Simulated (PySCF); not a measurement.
**Working out the excitation energy of Sr**

Sr [Kr] 5s2 (1S) → Sr [Kr] 5p2 (3P). All numbers are calculated (PySCF 2.14, the spin-free X2C one-electron Hamiltonian (Gaussian nucleus), in ANO-RCC-VTZP). Frozen: [Kr]. Energies in hartree (1 hartree = 27.21139 eV):

| part | Sr (lower) | Sr (upper) |
| --- | --- | --- |
| UHF | -3177.234519 | -3177.091806 |
| CCSD correlation | -0.025668 | -0.007675 |
| (T) | 0.000000 | 0.000000 |

Task: What does Hartree-Fock give?

Result: (-3177.091806) − (-3177.234519) = 0.142713 hartree = 3.883 eV.

Task: What do CCSD and CCSD(T) give?

Result: The CCSD correlation energies differ by 0.017993 hartree = 0.490 eV and the triples by 0.000000 hartree = 0.000 eV, so CCSD gives 4.373 eV and CCSD(T) 4.373 eV.

Measured between the centres of the two terms (NIST): 4.405 eV, so CCSD(T) (valence) is off by -0.032 eV.

The coupled-cluster amplitudes are large, so a single reference is strained.

What remains against the reference includes basis incompleteness, the frozen core and higher excitations.
